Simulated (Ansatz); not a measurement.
The cluster Ge6⁺, relaxed as a doublet with UKS PBE-D4/def2-SVP in Ansatz, starting from the GFN1-xTB geometry. Force threshold 0.02 eV/Å.

Another isomer (doublet) lies 1.44 eV lower at PBE0-D4/def2-SVP; other spin states weren't run for this one.

Start:

Cartesian coordinates in Å:
```
Ge 0.5155 -0.4622 1.9405
Ge 1.1335 -1.0380 -2.7049
Ge -0.9826 1.2504 2.6733
Ge -0.8696 -0.0421 -1.8659
Ge 1.1101 -0.6170 -0.3796
Ge -0.9069 0.9089 0.3367
```

Task: Estimate the energy that the relaxation releases and the steps that it takes.

Result: 8.0 kcal/mol, in 7 steps; 35 s on 4 threads of Arm Neoverse V2 on a shared host. No frequencies were taken in this run, so the end may be a saddle point.

Task: Does the start keep its bonding and symmetry?

Result: By distances, no bond broke or formed. The bond that changes most is Ge4–Ge6, from 2.40 to 2.54 Å (atoms count from 1). Point group C2 at the start, C2h at the end, both within 0.05 Å.

Task: Predict the relaxed structure.

Result: 
```tsv
atom	x (Å)	y (Å)	z (Å)
Ge1	0.773	-0.236	2.075
Ge2	1.135	-1.213	-2.797
Ge3	-1.136	1.212	2.797
Ge4	-0.770	0.239	-2.076
Ge5	0.965	-0.746	-0.405
Ge6	-0.967	0.744	0.405
```
Bond lengths: 9 × Ge–Ge 2.44 to 2.60 Å.
